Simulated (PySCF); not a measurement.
Below is a simulated gas-phase C 1s photoelectron spectrum of `CCC[AsH2+][GaH3-]`.

Every computed line was given a Gaussian of 0.4 eV full width at half maximum and an area set by the number of equivalent atoms; the highest printed point is 100. The calculation used delta-SCF UKS SCAN, pcX-2 on the ionised atom, pcseg-1 elsewhere, spin-free X2C in PySCF 2.14.0.

```csv
binding energy (eV),intensity
290.4,0
290.5,1
290.6,5
290.7,16
290.8,39
290.9,70
291.0,95
291.1,100
291.2,80
291.3,49
291.4,22
291.5,8
291.6,2
291.7,0
```

Task: Count the maxima, the lines and the sites behind this envelope.

Result: The curve has 1 maximum (at 291.1 eV). Under it lie 3 lines from 3 inequivalent carbon sites. At this width some lines have no maximum of their own.

Task: Decompose the envelope and assign each component. Numbering: `[CH3:1][CH2:2][CH2:3][AsH2+:4][GaH3-:5]`.

Result: 
| position (eV) | relative area | line | atoms | environment |
| --- | --- | --- | --- | --- |
| 290.96 | 1 | C 1s | C1 | methyl carbon |
| 291.07 | 1 | C 1s | C3 | chain CH2 carbon |
| 291.17 | 1 | C 1s | C2 | chain CH2 carbon |

The 3 C 1s values lie within 0.21 eV of each other; Gaussian lines of 0.5 eV full width would blend them into one maximum.

Shake-up satellites, vibrational structure and lifetime widths aren't simulated. The structure is a single PBE0-D3(BJ)/def2-SVP conformer in the gas phase; no vibrational or solvent corrections.

The run took 32 s wall on one thread of an Arm Neoverse V2, no GPU, shared host.

Conformer computed: `[CH3:1][CH2:2][CH2:3][AsH2+:4][GaH3-:5]`: C1–C2–C3–As4 180°, C2–C3–As4–Ga5 -178°.
